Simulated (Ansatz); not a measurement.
A search over several starts for the lowest SCF solution of BeTe₂ at the given spin, in a small basis.

```yaml
crystal:
  periodic: [false, false, false]
  atoms:
    - {symbol: Be, position_ang: [0.000539, -0.000248, 0.001044]}
    - {symbol: Te, position_ang: [1.556336, 1.489943, -0.531857]}
    - {symbol: Te, position_ang: [-1.556875, -1.489695, 0.530814]}
basis:
  gaussian: {orbitals: def2-SVP}
hamiltonian: {xc: pbe0, dispersion: d4}
output: {orbitals: {seedname: orbitals}}
```

```sh
$ ansatz run in.yaml --threads 4 --pin off --events-out ev --progress --plain --max-ram 3916MiB
```

Shortened log:

```
Functional definition: PBE0
  name "PBE0"
  cite "Adamo & Barone, J. Chem. Phys. 110, 6158 (1999) doi:10.1063/1.478522"
  cite "Perdew, Burke & Ernzerhof, Phys. Rev. Lett. 77, 3865 (1996) doi:10.1103/PhysRevLett.77.3865"
  parent pbe
  parameter a = 0.25
  parameter kappa = 0.804
  parameter beta = 0.06672455060314922
  exchange = (1 - a)*pbe_x(kappa = kappa, mu = beta*pi^2/3) + a*exact_x
  correlation = pbe_c(beta = beta)
794 factors; integrals over basis functions are off by at most 1.6e-4 eV
mean field evaluation 1: about -14986.6911 eV, gradient 5.1e0 eV
mean field evaluation 2: about -14986.7995 eV, gradient 3.0e0 eV
mean field evaluation 4: about -14986.8202 eV, gradient 3.5e-1 eV
mean field evaluation 8: about -14986.9155 eV, gradient 1.5e-1 eV
mean field evaluation 16: about -14986.9156 eV, gradient 5.8e-6 eV
mean field evaluation 32: about -14985.7131 eV, gradient 4.4e-7 eV
mean field evaluation 64: about -14986.9156 eV, gradient 2.6e-2 eV
mean field -14986.91559664 eV, -550.7589896801 hartree, gradient 5.8e-6 eV, S^2 0.000000; 7 other end points of the search recorded, 0 dependent functions left out
reference -14986.91561737 eV, -550.7589904422 hartree; 26, 26 occupied and 35, 35 virtual orbitals, 794 factors
Total energy: -14986.98900862 eV, -550.7616875208 hartree
```

Run time 11 s (4 threads of Arm Neoverse V2 on a shared host).

In the def2 sets Te takes a core potential; there is no spin–orbit coupling. The restricted singlet is unstable towards broken spin symmetry in Hartree–Fock (as tested in another run); at PBE0-D4/def2-SVP this wasn't settled. At PBE0-D4/def2-TZVPD a triplet of charge 0 lies 0.91 eV below the restricted singlet at the same geometry. The structure comes from a short search, and lower isomers may exist.
